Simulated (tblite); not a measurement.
Species: C5H8F2O.
Z-matrix (Å and degrees, GFN2-xTB geometry), rows numbered from 1:
```
C 
C   1  1.5265
O   2  1.4158  1  113.53
C   3  1.4143  2  108.85  1   -82.13
C   4  1.5374  3  107.36  2   -24.49
F   5  1.3730  4  110.21  3   117.91
C   2  1.5416  1  111.78  3  -115.65
F   7  1.3631  2  113.53  1   -36.92
H   1  1.0863  2  109.45  3  -175.80
H   1  1.0863  2  109.41  3   -55.98
H   1  1.0866  2  110.88  3    64.51
H   2  1.0937  1  110.13  3   118.99
H   4  1.0914  3  107.41  2  -146.04
H   4  1.0974  3  111.03  2    94.68
H   5  1.0932  4  113.89  3  -123.04
H   7  1.0966  2  110.97  1  -157.61
```

Computed values, GFN2-xTB/tblite, gas phase, harmonic and unscaled. The method is semi-empirical: single wavenumbers can be off by several per cent or more. One conformer, not necessarily the lowest.

Harmonic wavenumbers (cm⁻¹): 71.5, 153.3, 185.2, 211.7, 236.4, 397.5, 402.6, 460.7, 526.9, 671.7, 756.4, 818.0, 886.7, 905.5, 1001.2, 1024.7, 1034.9, 1058.6, 1107.1, 1119.1, 1123.8, 1132.0, 1187.2, 1199.7, 1246.4, 1253.5, 1281.2, 1296.0, 1313.6, 1315.4, 1401.4, 1463.1, 1480.9, 1482.5, 2910.2, 2927.8, 2956.8, 2962.8, 2984.1, 3055.3, 3056.2, 3059.6.

A = 2467, B = 2270, C = 1644 MHz; mass 122.054 u (most abundant isotopes); point group C1, symmetry number 1.

What is the zero-point energy?

Half the sum of the wavenumbers: 27560 cm⁻¹ = 78.80 kcal/mol.

Entropy at 200 K, 1 bar (ideal gas, RRHO, classical rotation)?

Translation 38.35, rotation 26.76, vibration 11.04: S = 76.2 cal/(mol K).

And Cp and H(200 K) − H(0)?

Cp = 21.93 cal/(mol K), of which vibrations give 13.98 (their classical limit is 42 R = 83.5); H(200 K) − H(0) = 2.90 kcal/mol without the zero-point energy, 1.31 from vibrations.

How do the functions run with temperature in this model?

```csv
T (K),S (cal/(mol K)),Cp (cal/(mol K)),H − H(0) (kcal/mol),G − H(0) (kcal/mol),ln q(vib)
100,63.7,14.7,1.07,-5.31,0.72
300,86.6,30.3,5.50,-20.48,3.96
500,106.1,46.9,13.28,-39.77,7.59
800,131.9,62.7,29.96,-75.59,13.24
1000,146.7,69.3,43.20,-103.49,16.87
```

q(vib) and H(0) count from the zero-point level.

What must be added to the electronic energy to get the Gibbs energy at 200 K and 1 bar?

ZPE + [H(200 K) − H(0)] − T·S = 78.80 + 2.90 − 15.23 = 66.47 kcal/mol.

Which modes carry the vibrational entropy at 200 K?

71.5 cm⁻¹: 3.33; 153.3 cm⁻¹: 1.89; 185.2 cm⁻¹: 1.56; 211.7 cm⁻¹: 1.33; 236.4 cm⁻¹: 1.16; 397.5 cm⁻¹: 0.46 cal/(mol K); the other 36 give 1.31 together.

Hindered rotation and anharmonicity are outside this model. Other conformers, if any are populated, would add a mixing term that is left out. The structure is chiral; the term R ln 2 for an equal mix with its mirror image is left out.

Run on x86-64 server, one thread (shared host). The figure is for the frequency step alone.
